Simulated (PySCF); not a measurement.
# Radial density of Fe (iron, neutral)

M06, [Ar] 3d6 4s2, high-spin 5D determinant. Calculation: PySCF 2.14, in ANO-R3 (7s5p5d3f2g1h, 97 functions); scalar relativity by spin-free X2C-1e.

| r (bohr) | 4πr²ρ (e/bohr) | 4πr²(ρα − ρβ) |
| --- | --- | --- |
| 0.00123 | 0.2956 | 0.0000 |
| 0.00207 | 0.7525 | 0.0001 |
| 0.00348 | 1.863 | 0.0002 |
| 0.00585 | 4.414 | 0.0004 |
| 0.00985 | 9.669 | 0.0009 |
| 0.0166 | 18.54 | 0.0017 |
| 0.0279 | 28.44 | 0.0023 |
| 0.0469 | 30.86 | 0.0021 |
| 0.0788 | 24.70 | 0.0077 |
| 0.133 | 29.67 | 0.0750 |
| 0.223 | 32.85 | 0.4784 |
| 0.375 | 14.58 | 1.8802 |
| 0.631 | 16.36 | 3.6210 |
| 1.06 | 10.16 | 2.7191 |
| 1.78 | 2.387 | 0.8406 |
| 3.00 | 0.8661 | 0.0889 |
| 5.05 | 0.1323 | -0.0112 |
| 8.49 | 0.002400 | -0.0006 |

Densities and radii are taken from the X2C orbitals without a picture-change correction, which distorts them close to the nucleus.

(1) Where is the radial spin density 4πr²(ρα − ρβ) most negative, and why is it negative at all?

Results:

(1) Around r = 5.05 bohr, down to -0.0112 e/bohr: exchange with the open shell polarises the paired shells in an unrestricted calculation.
